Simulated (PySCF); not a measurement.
Species: C9H11F.
Z-matrix (Å and degrees, GFN2-xTB geometry), rows numbered from 1:
```
C 
C   1  1.5188
F   2  1.3867  1  108.73
C   2  1.5321  1  113.11  3  -120.39
C   4  1.5018  2  110.89  1   -68.59
C   5  1.3886  4  121.04  2   102.94
C   6  1.3842  5  120.63  4  -178.70
C   7  1.3840  6  120.14  5     0.20
C   8  1.3848  7  119.67  6    -0.28
C   9  1.3830  8  120.10  7     0.15
H   1  1.0874  2  110.04  3   -57.84
H   1  1.0876  2  110.04  3    61.88
H   1  1.0862  2  109.52  3  -177.90
H   2  1.0981  1  110.61  3   115.38
H   4  1.0927  2  107.96  1   170.65
H   4  1.0914  2  108.82  1    53.33
H   6  1.0808  5  119.65  4     1.55
H   7  1.0802  6  119.81  5  -179.74
H   8  1.0799  7  120.18  6   179.96
H   9  1.0802  8  120.06  7  -179.65
H  10  1.0808  5  119.54  4    -1.75
```

Level of theory: PBE0/pcSseg-1 in PySCF (dipole) on a GFN2-xTB geometry, gas phase.

Masses are those of the commonest isotopes; rigid-rotor values at the optimised geometry. The values belong to one conformer with, in the numbering `[CH3:1][C@H:2]([F:3])[CH2:4][c:5]1[cH:6][cH:7][cH:8][cH:9][cH:10]1`, C1–C2–C4–C5 -69°, C2–C4–C5–C6 103°.

(1) What are A, B and C (MHz)?

(2) Classify the top.

(3) What does the inertial defect say?

(4) Give the other two planar moments, Paa and Pbb, and the rms extents of the mass along the axes.

(5) List the rotational levels J(Ka,Kc) to J = 3 (cm⁻¹).

(6) Which lines would a microwave search look for?

## Answers

(1) Ia = 161.02, Ib = 689.55, Ic = 751.96 u·Å²; 505379 MHz·u·Å²/I gives A = 3139, B = 732.9, C = 672.1 MHz.

(2) A near-prolate asymmetric top. Ray's parameter κ = (2B − A − C)/(A − C) = -0.951; −1 is the prolate and +1 the oblate limit.

(3) Not planar: Δ = Ic − Ia − Ib = -98.61 u·Å². For a rigid frame Δ = −2 Σ m c², so Σ m c² = 49.30 u·Å² lies off the ab plane: 13.57 from hydrogen and 35.73 from heavier atoms. The atom farthest from that plane is 1.85 Å away.

(4) Paa = Σ m a² = (Ib + Ic − Ia)/2 = 640.25 and Pbb = Σ m b² = (Ia + Ic − Ib)/2 = 111.72 u·Å². With the mass M = 138.08 u, the rms extents √(P/M) along a, b and c are 2.15, 0.90, 0.60 Å.

(5) Above 0(0,0):
J = 1: 1(0,1) 0.0469, 1(1,1) 0.1271, 1(1,0) 0.1291
J = 2: 2(0,2) 0.1406, 2(1,2) 0.2188, 2(1,1) 0.2249, 2(2,1) 0.4656, 2(2,0) 0.4657
J = 3: 3(0,3) 0.2810, 3(1,3) 0.3563, 3(1,2) 0.3685, 3(2,2) 0.6062, 3(2,1) 0.6064, 3(3,1) 1.0126, 3(3,0) 1.0126
The levels of one J sum to (2J + 1)J(J + 1)(A + B + C)/3.

(6) The dipole components are |μa| = 1.66 D, |μb| = 0.46 D, |μc| = 0.59 D. The squared components, which scale the intensities, stand as 1.00 : 0.08 : 0.13 (a : b : c). Some lines, for components of 0.1 D or more:

| type | branch | J(Ka,Kc) | MHz | lower level (cm⁻¹) |
| --- | --- | --- | --- | --- |
| b | R | 2(0,2) ← 1(1,1) | 403 | 0.127 |
| c | Q | 2(1,2) ← 2(0,2) | 2346 | 0.141 |
| b | Q | 3(1,2) ← 3(0,3) | 2624 | 0.281 |
| a | R | 2(1,1) ← 1(1,0) | 2871 | 0.129 |
| b | Q | 5(1,4) ← 5(0,5) | 2924 | 0.702 |
| b | R | 5(0,5) ← 4(1,4) | 4856 | 0.540 |
| a | R | 5(2,4) ← 4(2,3) | 7022 | 0.794 |
| a | R | 5(2,3) ← 4(2,2) | 7045 | 0.794 |
| b | Q | 3(2,1) ← 3(1,2) | 7132 | 0.369 |
| a | R | 5(1,4) ← 4(1,3) | 7172 | 0.560 |
| c | R | 4(1,3) ← 3(0,3) | 8363 | 0.281 |
| c | R | 2(2,1) ← 1(1,1) | 10149 | 0.127 |
| b | Q | 3(3,0) ← 3(2,1) | 12176 | 0.606 |
| b | R | 4(2,2) ← 3(1,3) | 13128 | 0.356 |
| c | R | 5(2,4) ← 4(1,4) | 14637 | 0.540 |
| c | R | 3(3,1) ← 2(2,1) | 16396 | 0.466 |
| b | Q | 5(4,1) ← 5(3,2) | 17049 | 1.435 |
| b | Q | 4(4,0) ← 4(3,1) | 17051 | 1.200 |
| b | R | 5(5,1) ← 4(4,0) | 28950 | 1.769 |
| c | R | 5(5,0) ← 4(4,0) | 28950 | 1.769 |

No GFN2-xTB frequencies stand behind this structure, so it isn't proved a minimum. These are rigid-rotor constants of the computed structure; measured ground-state constants (B0) also hold zero-point vibration. A rigid rotor knows nothing of internal rotation, which can split or shift real lines.
